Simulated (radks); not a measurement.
Species: the erbium ion Er50+. Configuration: [Ar]. Method: scalar-relativistic Kohn-Sham, exchange-only LDA, spin-polarised, spherical densities, point nucleus; computed with a radial shooting solver on a logarithmic mesh with Libxc functionals.

Radial electron density D(r) = 4 pi r^2 rho(r):

r (bohr)  D(r) (e/bohr)
0.002422          20.33
0.002688          23.48
0.003006          27.31
0.003336          31.27
0.003731          35.98
0.00414           40.75
0.00463           46.29
0.005138          51.74
0.005747          57.84
0.006377          63.61
0.007132          69.74
0.007978          75.59
0.008852          80.54
0.009901          85.11
0.01099           88.40
0.01229           90.74
0.01363           91.66
0.01525           91.30
0.01692           89.86
0.01893           87.44
0.021             84.88
0.02349           82.46
0.02607           81.23
0.02916           81.71
0.03235           84.27
0.03618           89.36
0.04015           95.81
0.04491           103.5
0.04983           109.8
0.05574           113.8
0.06185           113.3
0.06917           107.4
0.07737           95.97
0.08585           82.02
0.09603           66.21
0.1066            53.74
0.1192            45.31
0.1322            43.00
0.1479            45.26
0.1641            49.08
0.1836            51.49
0.2037            49.76
0.2278            42.99
0.2528            33.48
0.2828            22.37
0.3138            13.45
0.3509            6.651
0.3894            2.953
0.4356            1.023
0.4833           0.3162
0.5406          0.07133
0.5998          0.01422
0.6709         0.001903

D(r) has 3 maxima, at r = 0.0140, 0.0580, 0.185 bohr, and minima at 0.0269, 0.132 bohr, inside which lie 1.93, 10.41 electrons.
